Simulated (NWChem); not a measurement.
TiHF3; SMILES [F][TiH]([F])[F]

Computed with NWChem. All runs use the structure optimised with PBE0/def2-SVP.

For level PBE/def2-TZVP:

```
Quantity                     Result
---------------------------  ------
highest occupied level (eV)   -8.10
dipole (D)                     0.05
```

Q: What are these values for level PBE/def2-SVP?

A: 
- highest occupied level (eV): -7.90
- dipole (D): 0.26
